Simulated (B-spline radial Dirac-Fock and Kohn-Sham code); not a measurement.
Dipole and non-dipole photoemission parameters of Mg 2s

System: neutral magnesium in the configuration [Ne] 3s2; threshold 88.60 eV (tabulated edge). Level of theory: Dirac-Hartree-Slater photoionisation with a Latter tail; cross sections with all multipoles, angular parameters from the dipole term and its interference with E2; a radial finite-basis atomic code.

For linearly polarised light dσ/dΩ = σ/(4π) [1 + β P₂(cos θ) + (δ + γ cos²θ) sin θ cos φ], with θ from the polarisation vector and φ the angle between the beam and the projection of the electron momentum on the plane normal to the polarisation.

| hν (eV) | σ (kb) | β | γ |
| --- | --- | --- | --- |
| 122 | 546 | 2.000 | 0.229 |
| 200 | 349 | 2.000 | 0.004 |
| 362 | 144 | 2.000 | -0.021 |
| 570 | 62.7 | 2.000 | 0.079 |
| 602 | 56.3 | 2.000 | 0.096 |
| 689 | 42.9 | 2.000 | 0.141 |
| 704 | 41.1 | 2.000 | 0.149 |
| 800 | 31.5 | 2.000 | 0.198 |
| 937 | 22.4 | 2.000 | 0.264 |
| 960 | 21.3 | 2.000 | 0.275 |
| 984 | 20.2 | 2.000 | 0.286 |
| 1000 | 19.5 | 2.000 | 0.293 |
| 1120 | 15.1 | 2.000 | 0.347 |
| 1486.9 | 7.84 | 2.000 | 0.497 |
| 1580 | 6.78 | 2.000 | 0.532 |
| 1750 | 5.29 | 2.000 | 0.593 |
| 2000 | 3.81 | 2.000 | 0.677 |
| 2080 | 3.45 | 2.000 | 0.703 |
| 3130 | 1.21 | 2.000 | 0.995 |
| 3170 | 1.17 | 2.000 | 1.005 |
| 3370 | 0.994 | 2.000 | 1.053 |
| 4000 | 0.628 | 2.000 | 1.195 |
| 4060 | ? | ? | ? |
| 6320 | 0.177 | 2.000 | 1.629 |
| 6530 | 0.161 | 2.000 | 1.663 |
| 10400 | 0.0419 | 2.000 | 2.211 |
| 12000 | 0.0274 | 2.000 | 2.404 |
| 15000 | 0.0140 | 1.999 | 2.727 |

Task: Give the values at 4060 eV.

Result: σ = 0.603 kb, β = 2.000, γ = 1.208. For an s subshell δ is negligible.

Values without a named source are computed, but for edge energies of neutral atoms, which are taken from tables.
